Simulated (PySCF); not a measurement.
This PySCF input asks for the NMR shieldings of `FC([C@H]1[P@@+](C=C)(C)CC1)(F)F`, [C₇H₁₁F₃P]+; the geometry comes from GFN2-xTB.

```python
import basis_set_exchange as bse
import numpy as np
from pyscf import gto, dft
from pyscf.prop import nmr

atoms = """
C     2.995801    0.755809   -0.348727
C     1.844802    0.496341   -0.954295
P     0.449451   -0.287114   -0.148636
C     0.766746   -0.803764    1.548972
C    -0.527589   -1.482776   -1.145786
C    -1.812399   -0.639475   -0.942364
C    -1.128553    0.643228   -0.411591
C    -1.670180    1.280293    0.853144
F    -2.693582    2.089812    0.644966
F    -0.681217    1.988347    1.434457
F    -2.043506    0.357713    1.748380
H     3.188592    0.501263    0.680896
H     3.800326    1.242819   -0.876326
H     1.664521    0.759121   -1.990367
H     1.021335    0.063319    2.160733
H    -0.121610   -1.286555    1.958462
H     1.596578   -1.512728    1.548550
H    -0.198444   -1.513975   -2.184716
H    -0.569472   -2.501127   -0.763645
H    -2.388858   -0.480541   -1.851313
H    -2.472648   -1.079109   -0.195339
H    -1.030506    1.428484   -1.167089
"""
names = dict.fromkeys(["C", "P", "F", "H"], "pcSseg-1")
basis = {el: gto.basis.parse(bse.get_basis(n, elements=[el], fmt="nwchem")) for el, n in names.items()}
mol = gto.M(atom=atoms, basis=basis, charge=1, verbose=0)
mf = dft.RKS(mol, xc="PBE0")
mf.grids.level = 2
mf.grids.alignment = dft.numint.BLKSIZE   # the property module wants whole blocks of grid points
mf.conv_tol = 1e-9
mf.kernel()

calc = nmr.RKS(mf)   # GIAO
C = mf.mo_coeff
Co = C[:, mf.mo_occ > 0]
resp = mf.gen_response(singlet=True, hermi=2)
def vind(x):   # induced exchange potential for any number of trial vectors
    d = np.einsum("pi,xij,qj->xpq", C, 2 * x.reshape(-1, C.shape[1], Co.shape[1]), Co, optimize=True)
    return np.einsum("xpq,pi,qj->xij", resp(d - d.transpose(0, 2, 1)), C, Co, optimize=True).ravel()
mo1, _ = nmr.rhf.solve_mo1(calc, with_cphf=vind)
sigma = calc.kernel(mo1)
for i, s in enumerate(sigma):   # ppm
    w = np.linalg.eigvalsh((s + s.T) / 2)
    print("%2d %-2s iso %8.1f  s11 %8.1f  s22 %8.1f  s33 %8.1f" % (i, mol.atom_pure_symbol(i), w.mean(), *w))
```

Problem. What does it print?

Solution. 
```
 0 C  iso     29.0  s11    -96.1  s22      7.1  s33    176.1
 1 C  iso     61.6  s11    -41.1  s22     75.5  s33    150.3
 2 P  iso    290.1  s11    239.9  s22    301.9  s33    328.6
 3 C  iso    182.0  s11    173.7  s22    184.1  s33    188.3
 4 C  iso    159.7  s11    137.9  s22    157.2  s33    183.9
 5 C  iso    166.3  s11    149.9  s22    165.8  s33    183.2
 6 C  iso    135.5  s11    109.2  s22    142.6  s33    154.8
 7 C  iso     55.3  s11     51.4  s22     55.4  s33     59.1
 8 F  iso    249.0  s11    173.7  s22    245.6  s33    327.8
 9 F  iso    242.5  s11    162.2  s22    232.8  s33    332.6
10 F  iso    252.4  s11    170.7  s22    258.7  s33    327.7
11 H  iso     24.7  s11     19.8  s22     23.6  s33     30.7
12 H  iso     24.2  s11     21.5  s22     23.2  s33     27.8
13 H  iso     25.1  s11     22.4  s22     24.7  s33     28.1
14 H  iso     29.1  s11     24.6  s22     26.8  s33     35.9
15 H  iso     28.8  s11     23.7  s22     27.7  s33     34.9
16 H  iso     29.5  s11     24.6  s22     26.0  s33     37.8
17 H  iso     28.4  s11     24.8  s22     25.8  s33     34.5
18 H  iso     28.7  s11     24.9  s22     25.6  s33     35.7
19 H  iso     28.6  s11     24.1  s22     25.5  s33     36.3
20 H  iso     28.5  s11     24.9  s22     27.6  s33     33.1
21 H  iso     27.6  s11     24.8  s22     27.3  s33     30.6
```

These numbers come from an equivalent density-fitted implementation of the same equations, which agrees with the script to about 0.01 ppm for H and up to a few tenths of a ppm for heavy atoms, so last digits may differ.

Problem. Turn these shieldings into chemical shifts. References, each an isolated molecule treated in the same way: TMS for ¹³C (σ = 186.93 ppm) and ¹H (σ = 31.72 ppm); ³¹P (σ = 318.38 ppm) against H3PO4; CFCl3 for ¹⁹F (σ = 170.95 ppm).

Solution. Averaging equivalent atoms: C 0: 157.9; C 7: 131.6; C 1: 125.3; C 6: 51.4; C 4: 27.2; C 5: 20.6; C 3: 4.9; P 2: 28.3; F 8/9/10: -77.0; H 12: 7.56; H 11: 7.03; H 13: 6.64; H 21: 4.14; H 17: 3.33; H 20: 3.18; H 19: 3.09; H 18: 3.00; H 14/15/16: 2.59 ppm. Unscaled 19F shifts against computed CFCl3 carry errors that often reach 10 to 50 ppm. Experimental scales use liquid or dissolved standards, which lie at an offset from isolated H3PO4.

Size and cost of the density-fitted run: 249 basis functions, 68 s wall time on 1 thread of an Arm Neoverse V2, shared host; peak memory 1.2 GiB.
